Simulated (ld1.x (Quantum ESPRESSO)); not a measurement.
**u(r) = r·R(r): atom against pseudo-atom (Sn (Z = 50))**

Columns: radius, all-electron u(r) and pseudo u(r) of the 5s shell (level -26.53 eV) of tin in the configuration [Kr] 4d10 5s2 5p0; LDA (PZ), scalar-relativistic, TM scheme, ld1.x (Quantum ESPRESSO) 7.5.

| r (bohr) | all-electron | pseudo |
| --- | --- | --- |
| 0.128 | -0.0648 | 0.0195 |
| 0.255 | 0.2530 | 0.0406 |
| 0.382 | 0.0203 | 0.0652 |
| 0.510 | -0.2795 | 0.0958 |
| 0.638 | -0.3886 | 0.1346 |
| 0.765 | -0.3169 | 0.1837 |
| 0.893 | -0.1430 | 0.2458 |
| 1.020 | 0.0631 | 0.3206 |
| 1.148 | 0.2628 | 0.4075 |
| 1.275 | 0.4324 | 0.5002 |
| 1.402 | 0.5664 | 0.5912 |
| 1.530 | 0.6651 | 0.6712 |
| 1.658 | 0.7305 | 0.7313 |
| 1.785 | 0.7673 | 0.7674 |
| 1.912 | 0.7812 | 0.7812 |
| 2.040 | 0.7765 | 0.7765 |
| 2.168 | 0.7575 | 0.7575 |
| 2.295 | 0.7281 | 0.7281 |
| 2.422 | 0.6914 | 0.6914 |
| 2.550 | 0.6495 | 0.6495 |
| 2.678 | 0.6047 | 0.6047 |
| 2.805 | 0.5591 | 0.5591 |
| 2.932 | 0.5134 | 0.5134 |
| 3.060 | 0.4684 | 0.4684 |
| 3.188 | 0.4251 | 0.4251 |
| 3.315 | 0.3843 | 0.3843 |

(1) How many radial nodes do the two functions have?

(2) At about which radius was the pseudo-wave matched?

(3) Where does each function peak?

(4) Is the pseudo-wave norm-conserving?

Answers

(1) The all-electron 5s function has n − l − 1 = 4 (the table is too coarse to show those close to the nucleus); the pseudo-wave has 0, since the states of the same l below it are removed with the core.

(2) 1.90 bohr, where the columns begin to agree (steps of 0.13 bohr).

(3) Outermost all-electron maximum near 1.91 bohr, pseudo maximum near 1.91 bohr (to the table’s step).

(4) Yes: the TM scheme keeps the norm inside the radius equal to the all-electron one, which fixes the energy derivative of the logarithmic derivative at the level.
